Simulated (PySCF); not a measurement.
# Electron correlation in Se (selenium, neutral)

[Ar] 3d10 4s1 4p5, high-spin 3P determinant (an excited configuration). Computed with PySCF 2.14 in aug-cc-pVTZ-PP with one added diffuse shell each of s, d, f type with ECP10MDF (7s5p5d3f, 68 functions), with scalar relativity through the core potential. Frozen: 3s2 3p6 3d10; 6 electrons correlated.

```csv
level,correlation energy (mhartree)
CCSD,-193.57
(T),-37.22
CCSD(T),-230.79
```

Diagnostics: T1 = 0.038, D1 = 0.0693, largest double amplitude 0.233.

T1 exceeds 0.03, a sign that the reference determinant is poor. A double-excitation amplitude exceeds 0.15, a sign of near-degeneracy.

Cost of the coupled-cluster step: about 13 core-seconds, for 6 correlated electrons.

Iterations:

```
CC2 = 0
CCSD nocc = (np.int64(4), np.int64(2)), nmo = (59, 59)
frozen orbitals [[0, 1, 2, 3, 4, 5, 6, 7, 8], [0, 1, 2, 3, 4, 5, 6, 7, 8]]
max_cycle = 100
direct = 0
conv_tol = 1e-08
conv_tol_normt = 1e-06
diis_space = 8
diis_start_cycle = 0
Init t2, MP2 energy = -0.134295411112125
Init E_corr(UCCSD) = -0.134295411114059
cycle = 1  E_corr(UCCSD) = -0.156428328089155  dE = -0.022132917  norm(t1,t2) = 0.125546
cycle = 2  E_corr(UCCSD) = -0.16702088371806  dE = -0.0105925556  norm(t1,t2) = 0.0921287
cycle = 3  E_corr(UCCSD) = -0.189882634352981  dE = -0.0228617506  norm(t1,t2) = 0.0726692
cycle = 4  E_corr(UCCSD) = -0.185884801141499  dE = 0.00399783321  norm(t1,t2) = 0.0296088
cycle = 5  E_corr(UCCSD) = -0.187838241487491  dE = -0.00195344035  norm(t1,t2) = 0.0259423
cycle = 6  E_corr(UCCSD) = -0.192057101769124  dE = -0.00421886028  norm(t1,t2) = 0.0207979
cycle = 7  E_corr(UCCSD) = -0.191249675772619  dE = 0.000807425997  norm(t1,t2) = 0.00915075
cycle = 8  E_corr(UCCSD) = -0.191784267466483  dE = -0.000534591694  norm(t1,t2) = 0.00918818
cycle = 9  E_corr(UCCSD) = -0.192369454882163  dE = -0.000585187416  norm(t1,t2) = 0.00796652
cycle = 10  E_corr(UCCSD) = -0.192921785165025  dE = -0.000552330283  norm(t1,t2) = 0.00650263
cycle = 11  E_corr(UCCSD) = -0.193474799116388  dE = -0.000553013951  norm(t1,t2) = 0.0044685
cycle = 12  E_corr(UCCSD) = -0.193354980552358  dE = 0.000119818564  norm(t1,t2) = 0.00315801
cycle = 13  E_corr(UCCSD) = -0.193573125311988  dE = -0.00021814476  norm(t1,t2) = 0.00259639
cycle = 14  E_corr(UCCSD) = -0.193547431166067  dE = 2.56941459e-05  norm(t1,t2) = 0.00184945
cycle = 15  E_corr(UCCSD) = -0.193574840927694  dE = -2.74097616e-05  norm(t1,t2) = 0.00111954
cycle = 16  E_corr(UCCSD) = -0.193573606286746  dE = 1.23464095e-06  norm(t1,t2) = 0.000609696
cycle = 17  E_corr(UCCSD) = -0.193574725553417  dE = -1.11926667e-06  norm(t1,t2) = 0.000328986
cycle = 18  E_corr(UCCSD) = -0.193581539940953  dE = -6.81438754e-06  norm(t1,t2) = 0.000184635
cycle = 19  E_corr(UCCSD) = -0.193573627543286  dE = 7.91239767e-06  norm(t1,t2) = 7.76602e-05
cycle = 20  E_corr(UCCSD) = -0.193573467202271  dE = 1.60341016e-07  norm(t1,t2) = 2.85043e-05
cycle = 21  E_corr(UCCSD) = -0.193573015135665  dE = 4.52066605e-07  norm(t1,t2) = 1.99641e-05
cycle = 22  E_corr(UCCSD) = -0.193573078988017  dE = -6.38523518e-08  norm(t1,t2) = 1.15633e-05
cycle = 23  E_corr(UCCSD) = -0.193573044521535  dE = 3.44664823e-08  norm(t1,t2) = 6.78358e-06
cycle = 24  E_corr(UCCSD) = -0.193573174809075  dE = -1.30287539e-07  norm(t1,t2) = 3.61873e-06
cycle = 25  E_corr(UCCSD) = -0.193573337794313  dE = -1.62985238e-07  norm(t1,t2) = 1.65701e-06
cycle = 26  E_corr(UCCSD) = -0.193573400578537  dE = -6.27842239e-08  norm(t1,t2) = 8.93583e-07
cycle = 27  E_corr(UCCSD) = -0.193573419269134  dE = -1.86905968e-08  norm(t1,t2) = 4.57865e-07
cycle = 28  E_corr(UCCSD) = -0.19357341951545  dE = -2.46315995e-10  norm(t1,t2) = 2.36929e-07
UCCSD converged
E(UCCSD) = -371.6249830317635  E_corr = -0.1935734195154496
UCCSD(T) correction = -0.0372213539698254
```
